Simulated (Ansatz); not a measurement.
The cluster PbSe₂. Charge 0, multiplicity 1. Geometry r2SCAN-D4/def2-TZVP.

Cartesian coordinates in Å:
```
Pb -0.001 0.000 -0.003
Se -0.586 2.300 0.166
Se 0.587 -2.300 -0.163
```

In the def2 sets Pb takes a core potential; there is no spin–orbit coupling. Another isomer (singlet) lies 1.01 eV lower at PBE0-D4/def2-TZVP; other spin states weren't run for this one.

(1) Estimate the orbital energies around the gap (eV) in Ansatz with PBE-D4/def2-TZVP, r2SCAN-D4/def2-TZVP, r2SCANh-D4/def2-TZVP, PBE0-D4/def2-TZVP, ωB97M-V/def2-TZVP.

Answers

(1) 
```
orbital  PBE-D4/def2-TZVP  r2SCAN-D4/def2-TZVP  r2SCANh-D4/def2-TZVP  PBE0-D4/def2-TZVP  ωB97M-V/def2-TZVP
 HOMO−9            -22.61               -23.50                -24.40             -25.17             -27.96
 HOMO−8            -22.61               -23.50                -24.40             -25.17             -27.96
 HOMO−7            -17.17               -17.84                -18.55             -19.16             -21.94
 HOMO−6            -16.84               -17.50                -18.20             -18.80             -21.49
 HOMO−5            -12.53               -12.90                -13.38             -13.82             -16.08
 HOMO−4             -8.34                -8.65                 -8.97              -9.25             -10.94
 HOMO−3             -6.96                -7.26                 -7.66              -8.07             -10.24
 HOMO−2             -6.96                -7.26                 -7.66              -8.07             -10.24
 HOMO−1             -6.08                -6.35                 -6.71              -7.09              -9.04
   HOMO             -6.08                -6.35                 -6.71              -7.09              -9.04
   LUMO             -3.94                -3.88                 -3.60              -3.19              -1.31
 LUMO+1             -3.05                -2.98                 -2.77              -2.47              -0.82
 LUMO+2             -3.05                -2.98                 -2.77              -2.47              -0.82
 LUMO+3              0.72                 1.41                  1.57               1.39               2.67
 LUMO+4              1.88                 2.54                  2.64               2.38               3.12
 LUMO+5              1.88                 2.54                  2.64               2.38               3.12
```
